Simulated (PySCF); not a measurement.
Species: `CO[Si@@H](F)C=O`. The columns A, B, C and D hold Mulliken, IAO, Hirshfeld and ESP-fitted charges (e) of one PBE0/pcSseg-1 density (PySCF), in a shuffled order. Coordinates in Å (GFN2-xTB); the density's dipole moment is (-3.53, 0.56, 0.74) D.

| atom | x | y | z | A | B | C | D |
| --- | --- | --- | --- | --- | --- | --- | --- |
| C1 | -1.904 | 0.440 | 0.122 | -0.115 | -0.200 | -0.005 | -0.024 |
| O2 | -0.529 | 0.307 | 0.375 | -0.419 | -0.638 | -0.636 | -0.223 |
| Si3 | 0.596 | -0.585 | -0.343 | +0.715 | +1.364 | +1.120 | +0.492 |
| F4 | 0.634 | -0.224 | -1.918 | -0.306 | -0.536 | -0.425 | -0.211 |
| C5 | 2.196 | 0.080 | 0.465 | +0.278 | -0.028 | -0.041 | +0.046 |
| O6 | 3.224 | -0.542 | 0.526 | -0.399 | -0.348 | -0.331 | -0.205 |
| H7 | -2.284 | 1.237 | 0.762 | +0.106 | +0.161 | +0.125 | +0.055 |
| H8 | -2.424 | -0.491 | 0.353 | +0.106 | +0.139 | +0.108 | +0.048 |
| H9 | -2.079 | 0.694 | -0.924 | +0.118 | +0.144 | +0.114 | +0.051 |
| H10 | 0.416 | -2.023 | -0.330 | -0.106 | -0.163 | -0.137 | -0.069 |
| H11 | 2.160 | 1.108 | 0.885 | +0.021 | +0.107 | +0.108 | +0.040 |

Question: Which column most likely holds the ESP-fitted charges?

Answer: A. Σ q r misses the density's dipole by 0.06 D (A), 1.04 D (D), 1.29 D (B), 1.47 D (C). Charges fitted to the outside potential are the only set here that is tied to the molecule's multipoles.

Question: And the Hirshfeld charges?

Answer: D. The mean sizes are 0.133 e (D), 0.244 e (A), 0.286 e (C), 0.348 e (B), and Hirshfeld charges are commonly the smallest of these schemes.

As computed, A = ESP-fitted, B = IAO, C = Mulliken, D = Hirshfeld. Hydrogens on carbon: ESP-fitted +0.02 to +0.12, IAO +0.11 to +0.16, Mulliken +0.11 to +0.12, Hirshfeld +0.04 to +0.06 e.

The Mulliken scheme counts on each atom the diagonal of the density matrix times the overlap matrix over that atom's basis functions. The Hirshfeld scheme divides the density at each point in proportion to the densities of the neutral, spherically averaged free atoms.

One conformer (not necessarily the lowest) at the GFN2-xTB geometry, without solvent, vibrations or thermal averaging.

These values come from a run that also computed NMR shieldings. Time: 20 s of wall time. Hardware: an Arm Neoverse N1 with one thread, no GPU, on a shared host.

Shape of the structure used: `[CH3:1][O:2][Si@@H:3]([F:4])[CH:5]=[O:6]`: C1–O2–Si3–F4 57°, O2–Si3–C5–O6 157°.
